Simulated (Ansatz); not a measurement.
CH6FNOSi2, singlet, geometry from GFN2-xTB; B3LYP5/cc-pVDZ (Ansatz, a program for electronic structure).

Here is a job for Ansatz.
Ansatz 0.2 input:
```yaml
crystal:
  periodic: [false, false, false]
  atoms:
    - {symbol: C, position_ang: [2.09366492, 0.63765635, -0.74501787]}
    - {symbol: N, position_ang: [0.80812846, 0.35941431, -0.15905604]}
    - {symbol: Si, position_ang: [-0.00248077, 0.86473669, 1.30850757]}
    - {symbol: O, position_ang: [-1.32565918, 0.04485397, 0.70879612]}
    - {symbol: Si, position_ang: [-0.64460491, -0.40093479, -0.72263438]}
    - {symbol: F, position_ang: [-0.52320214, -1.99095079, -0.84463593]}
    - {symbol: H, position_ang: [2.07223968, 1.54471521, -1.35822020]}
    - {symbol: H, position_ang: [2.40383403, -0.19571676, -1.37607881]}
    - {symbol: H, position_ang: [2.83259453, 0.77543640, 0.04432390]}
    - {symbol: H, position_ang: [-0.31682906, 2.28128338, 1.37297970]}
    - {symbol: H, position_ang: [0.50608952, 0.23087908, 2.51058442]}
    - {symbol: H, position_ang: [-1.34352528, 0.08806308, -1.88095955]}
basis:
  gaussian:
    orbitals: cc-pVDZ
hamiltonian:
  xc: b3lyp5
accuracy: high
```

Problem. Predict the main parts of the log of this Ansatz run.

Solution. 
```
Functional definition: B3LYP5
2914 factors; integrals over basis functions are off by at most 3.7e-9 eV
mean field evaluation 1: about -23130.8091 eV, gradient 7.6e1 eV
mean field evaluation 2: about -23114.0239 eV, gradient 1.2e2 eV
mean field evaluation 4: about -23141.7881 eV, gradient 5.6e0 eV
mean field evaluation 8: about -23142.0782 eV, gradient 4.4e-1 eV
mean field evaluation 16: about -23142.0786 eV, gradient 8.0e-5 eV
mean field -23142.07855851 eV, -850.4557007608 hartree, gradient 8.4e-8 eV, S^2 0.000000; 0 other end points of the search recorded, 0 dependent functions left out
reference -23142.07860492 eV, -850.4557024664 hartree; 32, 32 occupied and 90, 90 virtual orbitals, 2914 factors
Total energy: -23142.07860492 eV, -850.4557024664 hartree
```
